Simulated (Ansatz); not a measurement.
`O=C=N[Si](F)(Cl)Cl` + CH₄ → `C[Si](F)(Cl)N=C=O` + HCl  (formal exchange of groups at the Si–Cl bond)

Program: Ansatz. Geometries: PBE0-D4/def2-TZVP. ΔE: electronic, gas phase. CCSD(T)/CBS is the MP2 limit (def2-TZVPP, def2-QZVPP) plus CCSD(T) − MP2 in def2-TZVPP, frozen cores. This one scheme is used for every species. DFT in def2-TZVPP. B3LYP here is the variant with VWN-RPA as its local correlation; programs differ in this. HSE06 is defined as in plane-wave codes. Each species was taken in one conformer, which may not be the lowest.

```json
{"level": "revPBE-D4", "ΔE (kJ/mol)": "83.3", "difference from CCSD(T)/CBS": "0.9"}
{"level": "r2SCAN0-D4", "ΔE (kJ/mol)": "85.9", "difference from CCSD(T)/CBS": "3.5"}
{"level": "HSE06-D4", "ΔE (kJ/mol)": "82.7", "difference from CCSD(T)/CBS": "0.3"}
{"level": "BHLYP-D4", "ΔE (kJ/mol)": "86.8", "difference from CCSD(T)/CBS": "4.4"}
{"level": "CAM-B3LYP-D4", "ΔE (kJ/mol)": "82.4", "difference from CCSD(T)/CBS": "0.0"}
{"level": "ωB97X-V", "ΔE (kJ/mol)": "82.4", "difference from CCSD(T)/CBS": "0.0"}
{"level": "ωB97M-V", "ΔE (kJ/mol)": "83.0", "difference from CCSD(T)/CBS": "0.6"}
{"level": "PBE", "ΔE (kJ/mol)": "81.5", "difference from CCSD(T)/CBS": "-0.9"}
{"level": "revPBE", "ΔE (kJ/mol)": "82.6", "difference from CCSD(T)/CBS": "0.2"}
{"level": "B3LYP", "ΔE (kJ/mol)": "83.7", "difference from CCSD(T)/CBS": "1.3"}
{"level": "HSE06", "ΔE (kJ/mol)": "82.4", "difference from CCSD(T)/CBS": "0.0"}
{"level": "BHLYP", "ΔE (kJ/mol)": "85.2", "difference from CCSD(T)/CBS": "2.8"}
{"level": "LC-ωPBE", "ΔE (kJ/mol)": "80.0", "difference from CCSD(T)/CBS": "-2.4"}
{"level": "MP2/def2-TZVPP", "ΔE (kJ/mol)": "85.3", "difference from CCSD(T)/CBS": "2.9"}
{"level": "CCSD/def2-TZVPP", "ΔE (kJ/mol)": "79.5", "difference from CCSD(T)/CBS": "-2.9"}
{"level": "MP2/CBS(def2)", "ΔE (kJ/mol)": "87.8", "difference from CCSD(T)/CBS": "5.4"}
{"level": "CCSD(T)/CBS", "ΔE (kJ/mol)": "82.4", "difference from CCSD(T)/CBS": "0"}
```

Question: What do rigid-rotor, harmonic-oscillator terms from PBE0-D4/def2-TZVP frequencies (298.15 K, 1 bar) make of the CCSD(T)/CBS value? (Estimate.)

Answer: The calculation gave: ΔZPE = -7.5 kJ/mol, ΔH = +75.5 kJ/mol, ΔS = 9 J/(mol·K), ΔG = +72.8 kJ/mol. Modes under 50 cm⁻¹ make the entropy rough.

Largest T1 diagnostic among the species: 0.014.

Leaving LDA and LC-ωPBE aside and taking each functional with its dispersion term where it has one, the values, not all of them listed here, spread over 7.3 kJ/mol, from PBE-D4 to B97M-V. LDA lies −4.5 kJ/mol from PBE without D4.
